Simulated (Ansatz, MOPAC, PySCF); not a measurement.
Molecule: C2H6GeI2 (charge 0, singlet). SMILES: [CH3][Ge]([CH3])([I])[I]
Coordinates optimised at B3LYP-D3(BJ)/def2-TZVP (Ansatz, a quantum-chemistry and plane-wave program):
```xyz
11

C      1.8667    -1.6817    -0.3506
Ge     0.1036    -0.8572    -0.1583
C     -1.4120    -2.0793    -0.3438
I     -0.1204     0.9596    -1.9316
I     -0.0220     0.2180     2.1490
H      2.6379    -0.9243    -0.2316
H      1.9872    -2.4485     0.4143
H      1.9449    -2.1295    -1.3411
H     -2.3414    -1.5281    -0.2212
H     -1.3850    -2.5333    -1.3342
H     -1.3427    -2.8523     0.4212
```
Charge 0, spin multiplicity 1.

Property: vertical ionisation energy to the doublet, in eV. Terms: frozen cores in correlated levels (noble-gas shells and the d and f shells of earlier blocks); UHF or UKS for open shells; 6-31G* and kin with 6d, 5d where marked; STO-3G and 3-21G all-electron and non-relativistic; PM7 with its own dispersion and hydrogen-bond terms; no dispersion term unless named; def2 sets with scalar-relativistic core potentials past Kr; each state is the SCF solution reached for its charge and spin; LANL2DZ with its own core potentials from Na on; no spin-orbit coupling. Ab initio and DFT rows: single points at B3LYP-D3(BJ) geometries (Ansatz). Semi-empirical rows: differences of heats of formation at the shared geometry for vertical values.

```json
[
 {"level": "PM3", "program": "MOPAC", "vertical ionisation energy to the doublet (eV)": "9.53"},
 {"level": "PM6", "program": "MOPAC", "vertical ionisation energy to the doublet (eV)": "9.16"},
 {"level": "PM7", "program": "MOPAC", "vertical ionisation energy to the doublet (eV)": "9.09"},
 {"level": "MNDO", "program": "MOPAC", "vertical ionisation energy to the doublet (eV)": "9.52"},
 {"level": "HF/6-31G* with LANL2DZ past Ar", "program": "Ansatz", "vertical ionisation energy to the doublet (eV)": "9.01"},
 {"level": "B3LYP/STO-3G", "program": "Ansatz", "vertical ionisation energy to the doublet (eV)": "7.02"},
 {"level": "B3LYP/6-31G* with LANL2DZ past Ar", "program": "Ansatz", "vertical ionisation energy to the doublet (eV)": "9.26"},
 {"level": "M06-2X/6-31G* with LANL2DZ past Ar (5d)", "program": "PySCF", "vertical ionisation energy to the doublet (eV)": "9.59"},
 {"level": "MP2/6-31G* with LANL2DZ past Ar", "program": "Ansatz", "vertical ionisation energy to the doublet (eV)": "9.15"},
 {"level": "PBE/def2-TZVPD", "program": "Ansatz", "vertical ionisation energy to the doublet (eV)": "8.78"},
 {"level": "PBE0/def2-TZVPD", "program": "Ansatz", "vertical ionisation energy to the doublet (eV)": "9.11"},
 {"level": "wB97X-V/def2-TZVPD", "program": "Ansatz", "vertical ionisation energy to the doublet (eV)": "9.47"}
]
```

No value to compare with is used here. The 9 habitual levels span 7.02 (B3LYP/STO-3G) to 9.59 eV (M06-2X/6-31G* with LANL2DZ past Ar (5d)); wB97X-V/def2-TZVPD gives 9.47.

The levels are drawn from those run, B3LYP/6-31G* more often than the rest, none by its result; left out are runs that failed, that the program found above a lower state of the same kind, or whose <S^2> lies over 0.5 above the pure value.
